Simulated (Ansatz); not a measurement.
`CB(C)C=O` + H₂ → `CBC=O` + CH₄ at 400 K and 1 bar (hydrogenolysis of a B–C bond).

Calculated with Ansatz (gas phase, PBE0-D4/def2-TZVP geometries, no zero-point term in ΔE). CCSD(T)/CBS adds triple-zeta CCSD(T) − MP2 to the extrapolated MP2 energy (def2 sets, frozen cores). This one scheme is used for every species. Each species was taken in one conformer, which may not be the lowest.

| species | CCSD(T)/CBS energy (Eh) | H − E (kJ/mol) | S (J/(mol·K)) |
| --- | --- | --- | --- |
| `CB(C)C=O` | -218.32562 | 282.4 | 389.6 |
| H₂ | -1.17544 | 38.0 | 139.0 |
| `CBC=O` | -179.04425 | 200.8 | 338.4 |
| CH₄ | -40.46206 | 131.3 | 197.2 |

H − E and S are ideal-gas, rigid-rotor, harmonic terms from PBE0-D4/def2-TZVP, for one conformer and one mirror image of each species. For small species the MP2-based limit differs from directly extrapolated CCSD(T) by up to some mEh (0.8 for H₂); such offsets cancel only in part. 1 Eh = 2625.50 kJ/mol, R = 8.31446 J/(mol·K).

By hand: ΔE, ΔH, ΔS and ΔG.

ΔE = (-179.04425) + (-40.46206) − (-218.32562) − (-1.17544) = -0.00525 Eh = -13.8 kJ/mol. Δ(H − E) = 200.8 + 131.3 − 282.4 − 38.0 = 11.7, so ΔH = -2.1 kJ/mol. ΔS = 338.4 + 197.2 − 389.6 − 139.0 = 7.0 J/(mol·K). ΔG = -2.1 − 400 × (7.0)/1000 = -4.9 kJ/mol.

By hand: the equilibrium constant, and the temperature at which ΔG would vanish if ΔH and ΔS stayed fixed.

log₁₀ K = −ΔG/(RT ln 10) = 0.6. ΔH and −TΔS have one sign here, so there is no such temperature.

TΔS isn't small against ΔH here. The sign of ΔG lies within the doubt. A doubt of 5 kJ/mol in ΔE shifts log₁₀ K by 0.7 here. Other conformers and mirror images would add mixing entropy, several J/(mol·K) or more a flexible species. Modes under 60 cm⁻¹, often nearly free rotors, make the harmonic entropy too high. These are equilibria of isolated gas molecules and say nothing of rates. Largest T1 diagnostic: 0.016 (customary marks: 0.02 for closed shells, 0.045 for open ones).

ΔS is within the doubt of such terms, so its sign, and with it that verdict, could turn.
